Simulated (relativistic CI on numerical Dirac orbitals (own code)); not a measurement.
# Sensitivity of the levels of Ir²⁰⁺ to α and to the nuclear radius

Computed by Dirac-Coulomb-Breit CI, separate exchange-only KLI orbitals for each configuration, derivatives by finite differences, unscaled Slater integrals, QED left out (own radial code, finite nucleus).

Configuration list (outside the closed core [Ar] 3d10): 4s2 4p6 4d10 4f11, 4s2 4p6 4d10 4f10 5s, 4s2 4p6 4d10 4f9 5s2, 4s2 4p6 4d9 4f12, 4s2 4p6 4d8 4f13, 4s2 4p5 4d10 4f12, 4s 4p6 4d10 4f12, 4s2 4p4 4d10 4f13. Levels of other configurations are missing.

With x = (α/α₀)² − 1 an excitation energy changes as ω = ω₀ + qx; K = 2q/ω₀ is the relative enhancement. Terms are leading LS components, so labels can repeat. The field-shift factor is F = δν/δ⟨r²⟩ for the transition from the lowest level.

Lowest level 4s2 4p6 4d10 4f11 4I°_15/2.

| Level | ω₀ (cm⁻¹) | q (cm⁻¹) | F (GHz/fm²) |
| --- | --- | --- | --- |
| 4s2 4p6 4d10 4f11 4I°_13/2 | 22285.4 | 22210 | 1.28 |
| 4s2 4p6 4d10 4f11 2G°_9/2 | 25360.2 | -1625 | 0.232 |
| 4s2 4p6 4d10 4f11 2H°_11/2 | 26541.0 | 9193 | 0.723 |
| 4s2 4p6 4d10 4f11 4S°_3/2 | 37533.4 | -110.4 | 0.46 |
| 4s2 4p6 4d10 4f11 4I°_9/2 | 41128.2 | 25490 | 1.66 |
| 4s2 4p6 4d10 4f11 4I°_11/2 | 47409.7 | 24860 | 1.73 |
| 4s2 4p6 4d10 4f11 4F°_7/2 | 51343.1 | 21420 | 1.63 |
| 4s2 4p6 4d10 4f11 4F°_5/2 | 52949.1 | 13760 | 1.27 |
| 4s2 4p6 4d10 4f11 4S°_3/2 | 54476.0 | 21530 | 1.66 |
| 4s2 4p6 4d10 4f11 4F°_9/2 | 62048.4 | 29500 | 2.12 |
| 4s2 4p6 4d10 4f11 2K°_15/2 | 62623.8 | 17790 | 1.6 |
| 4s2 4p6 4d10 4f11 2G°_7/2 | 64568.6 | 16500 | 1.63 |
| 4s2 4p6 4d10 4f11 4G°_11/2 | 65458.8 | 30710 | 2.22 |
| 4s2 4p6 4d10 4f11 4G°_9/2 | 70606.1 | 37050 | 2.58 |
| 4s2 4p6 4d10 4f11 2P°_1/2 | 74295.5 | 22390 | 1.91 |
| 4s2 4p6 4d10 4f11 4F°_3/2 | 77377.7 | 34670 | 2.54 |
| 4s2 4p6 4d10 4f11 2K°_13/2 | 77741.4 | 26280 | 2.17 |
| 4s2 4p6 4d10 4f11 2D°_5/2 | 79563.0 | 12150 | 1.57 |
| 4s2 4p6 4d10 4f11 4G°_5/2 | 82607.3 | 29940 | 2.44 |
| 4s2 4p6 4d10 4f11 2G°_7/2 | 86765.9 | 37430 | 2.83 |
| 4s2 4p6 4d10 4f11 2D°_5/2 | 90463.9 | 38090 | 2.88 |
| 4s2 4p6 4d10 4f11 2I°_11/2 | 91011.4 | 17460 | 1.95 |
| 4s2 4p6 4d10 4f11 4D°_7/2 | 91137.3 | 22540 | 2.24 |

At this charge energies of transitions that change n are usually good to better than 1 %, and those within a shell (Δn = 0) to a few per cent. Terms inside the open d or f shell come out 10 to 20 % too wide with unscaled integrals.

Problem. Which transition from the lowest level has the largest |K|?

Solution. 4s2 4p6 4d10 4f11 4I°_13/2 at 22285.4 cm⁻¹, K = 1.99.
